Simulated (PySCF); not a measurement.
Polarisability and C₆ of Ne⁺ (neon, charge +1)

[He] 2s2 2p5, 2P determinant. Calculation: PySCF 2.14, in aug-cc-pV5Z; no relativity, point nucleus. Coupled (time-dependent) response in atomic units; α is the mean over directions.

| method | mean α (bohr³) | α xx, yy, zz | C₆ (like pair) | S(−4) |
| --- | --- | --- | --- | --- |
| UHF | 1.241 | 1.310, 1.207, 1.207 | 2.130 | 0.4946 |
| PBE | 1.403 | 1.448, 1.380, 1.380 | 2.469 | 0.7094 |
| PBE0 | 1.347 | 1.401, 1.321, 1.321 | 2.353 | 0.6296 |
| PBEsol | 1.405 | 1.451, 1.382, 1.382 | 2.477 | 0.7090 |

S(−4) is the Cauchy moment in α(ω) = α(0) + S(−4) ω² + …

α(iu) at PBE0:

```tsv
u (hartree)	α(iu) (bohr³)
0	1.347
0.0500	1.346
0.100	1.341
0.200	1.323
0.300	1.294
0.500	1.213
0.750	1.089
1.00	0.9631
1.50	0.7445
2.00	0.5808
3.00	0.3729
5.00	0.1859
```

A single London oscillator, α(iu) = α/(1 + u²/ω²), gives C₆ = (3/4) ω α². Matching the computed C₆ needs ω = 4 × 2.353 / (3 × 1.347²) = 1.73 hartree.

For an ion, C₆ is the dispersion term alone; charge-induced terms of lower order in 1/R come first.

The components differ because the open shell of this determinant is not spherical; for a pure term their mean is the scalar polarisability.
